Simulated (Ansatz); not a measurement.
Born–Oppenheimer molecular dynamics of AlCl2F (4 atoms, charge 0, multiplicity 1). It starts from a relaxed structure.

Computed with Ansatz, RKS revPBE-D4/def2-SVPD.

```yaml
ensemble: NVT, Nosé–Hoover chain
time_step: 2 fs
steps_asked: 300
set_temperature: 500 K
thermostat: time constant 50 fs, chain length 1
seed: 272423
```

First frame:

```xyz
4
Properties=species:S:1:pos:R:3
Al 0.000 0.000 -0.038
F 0.000 0.000 1.645
Cl 1.830 0.000 -1.074
Cl -1.830 0.000 -1.074
```

**Question.** How far do the bonds stretch over the last three quarters of this one trajectory? (Pairs bonded in most of those frames.)

**Answer.** 
```csv
bond,mean (Å),spread (Å),shortest,longest
Al1–F2,1.698,0.068,1.57,1.85
Al1–Cl3,2.108,0.043,2.01,2.21
Al1–Cl4,2.108,0.046,2.01,2.27
```

Mean temperature of the second half: 512 K. The conserved energy stayed within 1.9 meV per atom of its start (net change 0.52 meV per atom), so the integration is sound. A run of 0.6 ps of so small a system gives no equilibrium averages.

Time of the run: 7.1 min on 2 threads of Arm Neoverse V1, with other jobs on the host, peak memory 0.13 GiB.
